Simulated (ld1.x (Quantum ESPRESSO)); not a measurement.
Results of a calculation; reference values are marked as such.
# Potentials for rhenium (Re) compared

Generated with ld1.x 7.5 (TM, RRKJ, ultrasoft, PAW), atompaw 4.2 or ONCVPSP 4.0.1. The cutoff is in Ry: for ld1.x and atompaw files where the sum of valence levels is converged to 10 mRy in a Bessel basis, for ONCV files where the hardest occupied wave has 1 mHa per electron of residual kinetic energy. The error is the largest all-electron minus pseudo excitation energy over each file’s own four to seven test configurations (ionisations up to +4, promotions, holes and added fractions of an electron), all of which were solved. The labels leave out finer settings (local radius, basis sizes, second energies), which also bear on the numbers. Spin-polarised tests are not counted. The rows are a selection from randomly drawn settings: files with unsolved tests, undetermined cutoffs or missed reference levels are left out.

```csv
potential,cutoff (Ry),largest error (meV),bound ghosts
"TM, LDA (PZ), fully relativistic, rc 1.98/2.90/1.16 (spd), local s, core correction yes, reference 5d5 6s2 6p0",100,-159,none
"TM, revPBE, scalar-relativistic, rc 2.05/2.70/2.40/2.70 (spdf), local p, core correction yes, reference 5d5 6s2 6p0",30,-328,none
"RRKJ, PBEsol, scalar-relativistic, rc 2.50/2.65/2.55 (spd), local smoothed, core correction yes, reference 5d5 6s2 6p0",25,-136,none
"RRKJ, LDA (PZ), scalar-relativistic, rc 2.60/1.55/1.90/2.50 (spdf), local s, core correction yes, reference 5p6 5d5 6s1.5 6p0",60,-1333,none
```

Question: Fill in the row for Re: TM semilocal, PBE, scalar-relativistic, rc 2.65/2.10/1.55/2.35 (spdf), local p, core correction yes, reference 5p6 5d5 6s1.5 6p0.

Answer: cutoff 35 Ry, largest error +357 meV, bound ghosts: none.
